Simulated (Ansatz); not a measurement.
The first iterations of a band of BH$_{5}$N$_{2}$O (9 atoms, charge 0, multiplicity 1).

Computed with Ansatz 0.2.0, RKS PBE0/STO-3G.

- movable images: 5
- climbing image: yes
- spring: 0.1 eV/Å²
- optimiser: quadratic models (default)
- start path: through a guess of the saddle point
- force threshold: 0.03 eV/Å
- iteration limit: 60
- end points: relaxed

Image 0:

```xyz
9
Properties=species:S:1:pos:R:3
N -0.503 0.692 -0.888
B -0.055 -0.044 0.249
N 1.068 -0.907 0.154
O -0.681 0.026 1.490
H 0.029 0.723 -1.771
H -1.191 1.459 -0.830
H 1.323 -1.551 0.917
H 1.540 -1.131 -0.734
H -1.440 0.686 1.397
```

Image 6:

```xyz
9
Properties=species:S:1:pos:R:3
N -0.399 0.812 -0.838
B -0.061 -0.050 0.247
N 0.997 -0.988 0.122
O -0.722 -0.019 1.472
H -1.250 1.393 -0.858
H 0.029 0.725 -1.772
H 1.607 -1.055 -0.705
H 1.330 -1.550 0.918
H -1.442 0.686 1.397
```

| iteration | highest image above the first end (eV) | largest band force component (eV/Å) |
| --- | --- | --- |
| 1 | 24.003 | 82.408 |
| 2 | 5.137 | 20.613 |
| 3 | 2.825 | 11.374 |
| 4 | 1.870 | 6.705 |
| 5 | 1.224 | 1.711 |
| 6 | 1.008 | 1.395 |
| 7 | 0.884 | 2.331 |
| 8 | 0.805 | 0.901 |
| 9 | 0.776 | 1.887 |
| 10 | 0.706 | 1.004 |
| 11 | 0.616 | 0.564 |
| 12 | 0.551 | 0.558 |
| 13 | 0.491 | 0.568 |
| 14 | 0.468 | 0.394 |
| 15 | 0.498 | 0.876 |

Does the band converge within its limit, and where does its top end?

The run converged. It ended after 45 iterations with the highest image 0.496 eV above the first end. The profile has 2 maxima (images 2, 5) with wells between them (image 4): this band takes more than one step, which may be the mechanism or a detour left from its start path. Another band between the same ends (5 images) ends at a top of the same energy, where a vibrational analysis finds 1 clearly imaginary mode. Limits of this set-up: minimal basis.

Time of the run: 5.4 min on 1 CPU thread of a shared host.
